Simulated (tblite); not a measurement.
C4H9AlGeO.
SMILES with atom numbers: `[GeH3:1][O:2][AlH:3][C@@H:4]1[CH:5]=[CH:6][CH2:7]1` (hydrogens: H8, H9, H10 on Ge1; H11 on Al3; H12 on C4; H13 on C5; H14 on C6; H15, H16 on C7)

Computed with GFN2-xTB (tblite), gas phase: L-BFGS steps from a force-field or distance-geometry start until the largest atomic force falls under 0.01 eV/Å.

Step 2: E = -549.7927 eV
```
atom  x, y, z in Å  |  force x, y, z in eV/Å
Ge1     3.4264   -0.4289   -0.5886    0.162   0.017   0.147
O2      1.8029   -0.6190   -1.3347    0.171   0.790   1.131
Al3     0.6070    0.2990   -0.4737   -0.111  -0.027  -1.028
C4     -0.9607   -0.5331    0.4425   -0.288   0.606  -0.315
C5     -2.1472   -0.5822   -0.5145    0.449   0.050   0.370
C6     -2.8242    0.3765    0.1066    0.194  -0.104   0.068
C7     -1.7899    0.5800    1.1783    0.024  -0.338  -0.723
H8      4.5390   -0.6113   -1.6181   -0.409  -0.013   0.050
H9      3.5108    0.9807    0.0314   -0.037  -0.314  -0.188
H10     3.6074   -1.4315    0.5668   -0.164   0.179  -0.375
H11     0.5858    1.8880   -0.6641    0.201  -0.607   0.131
H12    -0.8069   -1.4322    1.0240   -0.079  -0.427   0.200
H13    -2.3434   -1.1718   -1.3836   -0.002  -0.219  -0.215
H14    -3.7690    0.8462   -0.0728   -0.129   0.159  -0.011
H15    -2.1227    0.2844    2.1580    0.051   0.207   0.432
H16    -1.3229    1.5642    1.1310   -0.032   0.042   0.324
```

Step 3: E = -549.8982 eV
```
atom  x, y, z in Å  |  force x, y, z in eV/Å
Ge1     3.4299   -0.4295   -0.5859    0.234   0.107   0.218
O2      1.8052   -0.5953   -1.3013    0.498   0.337   0.608
Al3     0.6089    0.2966   -0.5049   -0.703   0.213  -0.462
C4     -0.9564   -0.5245    0.4385   -0.131   0.058  -0.061
C5     -2.1430   -0.5797   -0.5085    0.442  -0.584  -0.454
C6     -2.8208    0.3724    0.1049   -0.454   0.367   0.128
C7     -1.7928    0.5765    1.1694    0.170  -0.098  -0.071
H8      4.5277   -0.6115   -1.6161   -0.332  -0.033  -0.040
H9      3.5096    0.9724    0.0263    0.006  -0.240  -0.146
H10     3.6030   -1.4262    0.5564   -0.144   0.082  -0.273
H11     0.5909    1.8714   -0.6601    0.198  -0.454   0.060
H12    -0.8096   -1.4412    1.0277   -0.091   0.019  -0.071
H13    -2.3434   -1.1785   -1.3903    0.097   0.049   0.184
H14    -3.7735    0.8512   -0.0732    0.167  -0.021   0.028
H15    -2.1195    0.2910    2.1660    0.115   0.209   0.105
H16    -1.3237    1.5639    1.1397   -0.074  -0.011   0.248
```

Step 4: E = -549.9715 eV
```
atom  x, y, z in Å  |  force x, y, z in eV/Å
Ge1     3.4374   -0.4278   -0.5795    0.282   0.160   0.220
O2      1.8171   -0.5696   -1.2623    0.629  -0.023   0.163
Al3     0.5964    0.2990   -0.5392   -1.048   0.251  -0.007
C4     -0.9527   -0.5200    0.4356   -0.096  -0.226   0.053
C5     -2.1357   -0.5831   -0.5092    0.119  -0.436  -0.540
C6     -2.8222    0.3704    0.1025   -0.366   0.248   0.041
C7     -1.7930    0.5734    1.1648    0.163   0.034   0.186
H8      4.5121   -0.6123   -1.6153   -0.219  -0.051  -0.140
H9      3.5087    0.9609    0.0194    0.070  -0.085  -0.061
H10     3.5967   -1.4205    0.5427   -0.100  -0.057  -0.110
H11     0.5989    1.8492   -0.6558    0.161  -0.186  -0.020
H12    -0.8137   -1.4463    1.0281   -0.056   0.232  -0.194
H13    -2.3416   -1.1844   -1.3939    0.143   0.114   0.290
H14    -3.7760    0.8561   -0.0731    0.270  -0.105   0.026
H15    -2.1140    0.3009    2.1723    0.120   0.141  -0.060
H16    -1.3260    1.5631    1.1514   -0.072  -0.012   0.151
```

Step 5: E = -550.0250 eV
```
atom  x, y, z in Å  |  force x, y, z in eV/Å
Ge1     3.4491   -0.4235   -0.5702    0.291   0.141   0.153
O2      1.8383   -0.5479   -1.2256    0.213  -0.024   0.016
Al3     0.5668    0.3049   -0.5689   -0.721  -0.101   0.084
C4     -0.9521   -0.5194    0.4334   -0.107  -0.324   0.086
C5     -2.1301   -0.5874   -0.5138   -0.143  -0.139  -0.340
C6     -2.8239    0.3677    0.0993   -0.124   0.102   0.021
C7     -1.7912    0.5708    1.1625    0.041   0.086   0.244
H8      4.4948   -0.6139   -1.6174   -0.092  -0.065  -0.227
H9      3.5095    0.9500    0.0126    0.149   0.139   0.060
H10     3.5895   -1.4169    0.5293   -0.038  -0.203   0.077
H11     0.6086    1.8274   -0.6526    0.095   0.146  -0.089
H12    -0.8180   -1.4471    1.0254   -0.010   0.254  -0.202
H13    -2.3378   -1.1890   -1.3938    0.130   0.056   0.206
H14    -3.7749    0.8592   -0.0731    0.264  -0.128   0.003
H15    -2.1071    0.3117    2.1772    0.095   0.047  -0.137
H16    -1.3291    1.5624    1.1642   -0.041   0.011   0.045
```

**Question.** Estimate the geometry and energy of step 6. (The exact step hangs on the optimiser's Hessian estimate; all steps are aligned on step 5, rigid shifts and turns removed.)

**Answer.** E = -550.0488 eV, largest force 0.404 eV/Å
```
atom  x, y, z in Å  |  force x, y, z in eV/Å
Ge1     3.4600   -0.4191   -0.5631    0.217   0.085   0.097
O2      1.8507   -0.5359   -1.2057   -0.117   0.069   0.028
Al3     0.5417    0.3045   -0.5838   -0.298  -0.272   0.026
C4     -0.9548   -0.5235    0.4331   -0.163  -0.162   0.016
C5     -2.1301   -0.5894   -0.5189   -0.167   0.058  -0.047
C6     -2.8242    0.3663    0.0979    0.054   0.023   0.045
C7     -1.7901    0.5703    1.1638   -0.018   0.043   0.085
H8      4.4846   -0.6159   -1.6225   -0.024  -0.068  -0.257
H9      3.5127    0.9473    0.0104    0.196   0.260   0.129
H10     3.5853   -1.4188    0.5240    0.003  -0.246   0.148
H11     0.6151    1.8193   -0.6525    0.040   0.241  -0.111
H12    -0.8202   -1.4442    1.0212    0.016   0.086  -0.098
H13    -2.3340   -1.1913   -1.3916    0.072  -0.042   0.042
H14    -3.7707    0.8591   -0.0732    0.159  -0.076  -0.023
H15    -2.1023    0.3177    2.1780    0.043  -0.025  -0.065
H16    -1.3312    1.5625    1.1714   -0.012   0.026  -0.013
```

The energy changes by -0.0238 eV. The first-order estimate −F·Δx gives -0.0346 eV and the mean of the old and new forces, exact on a quadratic surface, -0.0237 eV. The step makes an angle of 55° with the force vector and moves no atom by more than 0.029 Å.

What follows is the cost of the whole relaxation. The run took 0.91 s wall on an Arm Neoverse N1 with one thread, no GPU (shared host).
